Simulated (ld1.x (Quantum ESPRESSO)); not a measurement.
# Pseudopotential generation for Sc (Z = 21): RRKJ, PBE, scalar-relativistic.

The input file (ld1.x (Quantum ESPRESSO) 7.5):

```
&input
   title='Sc', zed=21., rel=1, dft='PBE', iswitch=3,
   config='[Ar] 3d1 4s1.5 4p0',
   nld=3, rlderiv=3.10, eminld=-3.0, emaxld=5.0, deld=0.02
 /
 &inputp
   pseudotype=2, tm=.false., rho0=0.01, lloc=0,
   nlcc=.true., new_core_ps=.true.,
   file_pseudopw='Sc.UPF', file_wfcaegen='ae.wfc', file_wfcncgen='nc.wfc', file_beta='beta', file_chi='chi'
 /
3
4P  2  1   0.00   0.00  2.85  2.85  0.0
3D  3  2   1.00   0.00  2.55  2.55  0.0
4S  1  0   1.50   0.00  2.45  2.45  0.0
 &test
   configts(1)='3d1 4s1.5 4p0'
 /
```

Command:

```bash
ld1.x < Sc.in > Sc.out
```

The program printed (shortened: banner, matrices, multipoles, cross overlaps and the repeated all-electron block are left out):

```
Program LD1 v.7.5
     --------------------------- All-electron run ----------------------------

     Sc
     scalar relativistic calculation

     atomic number is 21.00
     dft =PBE   lsd =0 sic =0 latt =0  beta=0.20 tr2=1.0E-14
     Exchange-correlation= PBE
                           (   1   4   3   4   0   0   0)
     mesh =1173 r(mesh) = 100.03074 a.u. xmin = -7.00 dx = 0.01250
     1 Ry =  13.60569312 eV, c = 137.03599908

     n l     nl                  e(Ry)          e(Ha)          e(eV)
     1 0     1S 1( 2.00)      -323.4404      -161.7202     -4400.6314
     2 0     2S 1( 2.00)       -35.1056       -17.5528      -477.6363
     2 1     2P 1( 6.00)       -28.7800       -14.3900      -391.5719
     3 0     3S 1( 2.00)        -4.2888        -2.1444       -58.3515
     3 1     3P 1( 6.00)        -2.7150        -1.3575       -36.9388
     3 2     3D 1( 1.00)        -0.4730        -0.2365        -6.4349
     4 0     4S 1( 1.50)        -0.5048        -0.2524        -6.8683
     4 1     4P 1( 0.00)        -0.2790        -0.1395        -3.7961

     final scf error:  4.6E-15 reached in  26 iterations

     Etot =   -1527.912469 Ry,    -763.956235 Ha,  -20788.308178 eV

     Ekin =    1539.531607 Ry,     769.765804 Ha,   20946.394599 eV
     Encl =   -3624.747685 Ry,   -1812.373842 Ha,  -49317.204648 eV
     Eh   =     634.902061 Ry,     317.451030 Ha,    8638.282599 eV
     Exc  =     -77.598452 Ry,     -38.799226 Ha,   -1055.780727 eV

     normalization and overlap integrals

     s(1S/1S) =  1.000000  <r> =   0.0730  <r2> =    0.0072  r(max) =   0.0476
     s(2S/2S) =  1.000000  <r> =   0.3435  <r2> =    0.1396  r(max) =   0.2845
     s(2P/2P) =  1.000000  <r> =   0.3077  <r2> =    0.1169  r(max) =   0.2329
     s(3S/3S) =  1.000000  <r> =   1.0749  <r2> =    1.3331  r(max) =   0.9213
     s(3P/3P) =  1.000000  <r> =   1.1682  <r2> =    1.6089  r(max) =   0.9685
     s(3D/3D) =  1.000000  <r> =   1.7780  <r2> =    4.2392  r(max) =   1.0974
     s(4S/4S) =  1.000000  <r> =   3.5299  <r2> =   14.2229  r(max) =   3.0207
     s(4P/4P) =  1.000000  <r> =   4.4972  <r2> =   23.2526  r(max) =   3.7359

     ------------------------ End of All-electron run ------------------------

     --------------------- Generating NC pseudopotential ---------------------

      Generating local pot.: lloc=0, matching radius rcloc =   2.4500

      Computing core charge for nlcc:

       r > 2.02 : true rho core
      Core charge pseudized with two Bessel functions
      Integrated core pseudo-charge :   6.30

      Wfc   4P  rcut= 2.873  Estimated cut-off energy=       20.52 Ry
      This function has    0 nodes for 0 < r <    2.873

      Wfc   3D  rcut= 2.536  Estimated cut-off energy=       36.46 Ry
      This function has    0 nodes for 0 < r <    2.536

     ------------------- End of pseudopotential generation -------------------

     Computing logarithmic derivative in   3.11661
     Computing logarithmic derivative in   3.11661
     Computing the partial wave expansion
       no projector for channel:   0
     R is outside the sphere for l=    1 j= 0.00
     R is outside the sphere for l=    2 j= 0.00

     ---------------------- Testing the pseudopotential ----------------------

     Sc
     scalar relativistic calculation

     atomic number is 21.00   valence charge is  3.00
     dft =PBE   lsd =0 sic =0 latt =0  beta=0.20 tr2=1.0E-14
     mesh =1173 r(mesh) = 100.03074 xmin = -7.00 dx = 0.01250

     n l     nl             e AE (Ry)        e PS (Ry)    De AE-PS (Ry)
     3 2     3D   1( 1.00)       -0.47295       -0.47295        0.00000
     1 0     4S   1( 1.50)       -0.50481       -0.50481       -0.00000
     2 1     4P   1( 0.00)       -0.27901       -0.27901       -0.00000

     eps = 9.5E-15  iter = 11

     Etot =   -1527.912469 Ry,    -763.956235 Ha,  -20788.308178 eV
     Etotps =   -10.029259 Ry,      -5.014630 Ha,    -136.455024 eV

     Ekin =       4.227057 Ry,       2.113528 Ha,      57.512034 eV
     Encl =      -3.438370 Ry,      -1.719185 Ha,     -46.781403 eV
     Ehrt =       1.981444 Ry,       0.990722 Ha,      26.958920 eV
     Ecxc =      -8.495190 Ry,      -4.247595 Ha,    -115.582946 eV
     (Ecc =      -6.951181 Ry,      -3.475590 Ha,     -94.575632 eV)
     Epseu=      -4.304200 Ry,      -2.152100 Ha,     -58.561629 eV

     ---------------------- End of pseudopotential test ----------------------
```

Generation and configuration tests took about 1.3 s on one core of a shared server CPU.

Transferability test of the new file with ld1.x, input:

```
&input
   title='Sc', zed=21., rel=1, dft='PBE', iswitch=2,
   config='[Ar] 3d1 4s1.5 4p0'
 /
 &test
   file_pseudo='Sc.UPF', nconf=8,
   configts(1)='3d1 4s1.5 4p0',
   configts(2)='3d1 4s2 4p0',
   configts(3)='3d1 4s1 4p0',
   configts(4)='3d1 4s0 4p0',
   configts(5)='3d0 4s2 4p1',
   configts(6)='3d1 4s0 4p2',
   configts(7)='3d2 4s1 4p0',
   configts(8)='3d0 4s2 4p0'
 /
```

```bash
ld1.x < Sc.test.in > Sc.test.out
```

Pseudopotential blocks of its output, shortened (energy terms left out):

```
     ---------------------- Testing the pseudopotential ----------------------

     n l     nl             e AE (Ry)        e PS (Ry)    De AE-PS (Ry)
     3 2     3D   1( 1.00)       -0.47295       -0.47295        0.00000
     1 0     4S   1( 1.50)       -0.50481       -0.50481        0.00000
     2 1     4P   1( 0.00)       -0.27901       -0.27901       -0.00000

     eps = 3.7E-16  iter = 12

     Etot =   -1527.912469 Ry,    -763.956235 Ha,  -20788.308178 eV
     Etotps =   -10.029259 Ry,      -5.014630 Ha,    -136.455027 eV

     ---------------------- End of pseudopotential test ----------------------

          ---------------------- Testing the pseudopotential ----------------------

     n l     nl             e AE (Ry)        e PS (Ry)    De AE-PS (Ry)
     3 2     3D   1( 1.00)       -0.23765       -0.23763       -0.00002
     1 0     4S   1( 2.00)       -0.30744       -0.30744        0.00000
     2 1     4P   1( 0.00)       -0.10784       -0.10789        0.00005

     eps = 2.4E-15  iter = 12

     Etot =   -1528.114898 Ry,    -764.057449 Ha,  -20791.062354 eV
     Etotps =   -10.231697 Ry,      -5.115848 Ha,    -139.209323 eV
     dEtot_ae =      -0.202428 Ry
     dEtot_ps =      -0.202437 Ry,   Delta E=       0.000009 Ry

     ---------------------- End of pseudopotential test ----------------------

          ---------------------- Testing the pseudopotential ----------------------

     n l     nl             e AE (Ry)        e PS (Ry)    De AE-PS (Ry)
     3 2     3D   1( 1.00)       -0.73259       -0.73328        0.00070
     1 0     4S   1( 1.00)       -0.71496       -0.71533        0.00038
     2 1     4P   1( 0.00)       -0.46454       -0.46467        0.00013

     eps = 2.0E-15  iter = 10

     Etot =   -1527.608007 Ry,    -763.804003 Ha,  -20784.165754 eV
     Etotps =    -9.724711 Ry,      -4.862356 Ha,    -132.311438 eV
     dEtot_ae =       0.304463 Ry
     dEtot_ps =       0.304548 Ry,   Delta E=      -0.000086 Ry

     ---------------------- End of pseudopotential test ----------------------

          ---------------------- Testing the pseudopotential ----------------------

     n l     nl             e AE (Ry)        e PS (Ry)    De AE-PS (Ry)
     3 2     3D   1( 1.00)       -1.31651       -1.32459        0.00808  !
     1 0     4S   1( 0.00)       -1.16788       -1.17327        0.00539  !
     2 1     4P   1( 0.00)       -0.86361       -0.86724        0.00362

     eps = 2.1E-16  iter =  7

     Etot =   -1526.669560 Ry,    -763.334780 Ha,  -20771.397535 eV
     Etotps =    -8.784100 Ry,      -4.392050 Ha,    -119.513772 eV
     dEtot_ae =       1.242909 Ry
     dEtot_ps =       1.245159 Ry,   Delta E=      -0.002250 Ry

     ---------------------- End of pseudopotential test ----------------------

          ---------------------- Testing the pseudopotential ----------------------

     n l     nl             e AE (Ry)        e PS (Ry)    De AE-PS (Ry)
     3 2     3D   1( 0.00)       -0.58118       -0.57247       -0.00871  !
     1 0     4S   1( 2.00)       -0.43001       -0.43032        0.00030
     2 1     4P   1( 1.00)       -0.18508       -0.18173       -0.00335

     eps = 6.2E-15  iter = 16

     Etot =   -1527.860286 Ry,    -763.930143 Ha,  -20787.598180 eV
     Etotps =    -9.976199 Ry,      -4.988100 Ha,    -135.733108 eV
     dEtot_ae =       0.052184 Ry
     dEtot_ps =       0.053060 Ry,   Delta E=      -0.000876 Ry

     ---------------------- End of pseudopotential test ----------------------

          ---------------------- Testing the pseudopotential ----------------------

     n l     nl             e AE (Ry)        e PS (Ry)    De AE-PS (Ry)
     3 2     3D   1( 1.00)       -0.39726       -0.40447        0.00721  !
     1 0     4S   1( 0.00)       -0.40093       -0.40186        0.00094
     2 1     4P   1( 2.00)       -0.18429       -0.18420       -0.00009

     eps = 6.5E-15  iter = 14

     Etot =   -1527.697869 Ry,    -763.848934 Ha,  -20785.388386 eV
     Etotps =    -9.813865 Ry,      -4.906932 Ha,    -133.524429 eV
     dEtot_ae =       0.214601 Ry
     dEtot_ps =       0.215395 Ry,   Delta E=      -0.000794 Ry

     ---------------------- End of pseudopotential test ----------------------

          ---------------------- Testing the pseudopotential ----------------------

     n l     nl             e AE (Ry)        e PS (Ry)    De AE-PS (Ry)
     3 2     3D   1( 2.00)       -0.10033       -0.09510       -0.00522  !
     1 0     4S   1( 1.00)       -0.26152       -0.26368        0.00215
     2 1     4P   1( 0.00)       -0.08693       -0.08998        0.00305

     eps = 6.3E-15  iter = 18

     Etot =   -1527.992327 Ry,    -763.996163 Ha,  -20789.394689 eV
     Etotps =   -10.104957 Ry,      -5.052478 Ha,    -137.484939 eV
     dEtot_ae =      -0.079857 Ry
     dEtot_ps =      -0.075697 Ry,   Delta E=      -0.004160 Ry

     ---------------------- End of pseudopotential test ----------------------

          ---------------------- Testing the pseudopotential ----------------------

     n l     nl             e AE (Ry)        e PS (Ry)    De AE-PS (Ry)
     3 2     3D   1( 0.00)       -1.04314       -1.02417       -0.01897  !
     1 0     4S   1( 2.00)       -0.83084       -0.82886       -0.00199
     2 1     4P   1( 0.00)       -0.54780       -0.54127       -0.00653  !

     eps = 1.2E-15  iter =  9

     Etot =   -1527.498884 Ry,    -763.749442 Ha,  -20782.681065 eV
     Etotps =    -9.619745 Ry,      -4.809873 Ha,    -130.883303 eV
     dEtot_ae =       0.413585 Ry
     dEtot_ps =       0.409514 Ry,   Delta E=       0.004071 Ry

     ---------------------- End of pseudopotential test ----------------------
```
